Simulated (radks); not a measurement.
Effect of the nuclear size on neutral phosphorus, [Ne] 3s2 3p3. All-electron calculation, Dirac Kohn-Sham, exchange-only LDA, spin-unpolarised, spherical densities, finite nucleus; open shells are shared between the two j in proportion to 2j + 1; Fermi nuclear charge, rms radius 3.1889 fm. Program: a radial shooting solver on a logarithmic mesh with Libxc functionals. The rms radius is varied about that value; shifts are against it.

| rms radius (fm) | total energy shift (eV) | density at nucleus (e/bohr^3) | 1s1/2 shift (meV) | 2s1/2 shift (meV) |
|---|---|---|---|---|
| 2.7138 | -0.00202 | 2372 | -0.848 | -0.057 |
| 3.0932 | -0.000433 | 2368 | -0.181 | -0.012 |
| 3.1889 | 0 | 2367 | 0.000 | 0.000 |
| 3.2878 | 0.000461 | 2365 | 0.193 | 0.013 |
| 3.7757 | 0.00294 | 2361 | 1.23 | 0.083 |

Slopes of the eigenvalues against <r^2> in GHz/fm^2, as finite differences over the two radii next to the reference (eigenvalue slopes, not the field-shift constants of lines): 1s1/2 73.0.
